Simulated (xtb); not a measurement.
Job for xtb: GFN2-xTB on C2H5BO (SMILES C=CBO).

```
$ xtb mol.xyz --gfn 2 --sp --chrg 0 --uhf 0
9

C      1.29842025     0.21248894     0.29140918
C      0.41196808    -0.27959354    -0.57687677
B     -1.11665075    -0.39437479    -0.28841871
O     -1.76133177     0.42094288     0.58490491
H      1.00117858     0.58790817     1.26720409
H      2.36321647     0.24403678     0.08942391
H      0.79668052    -0.67635750    -1.51346836
H     -1.79476281    -1.22099938    -0.81987295
H     -1.19871859     1.10594845     0.96569468
```

Task: What total energy does the run end on?

Result: -12.1254 hartree.
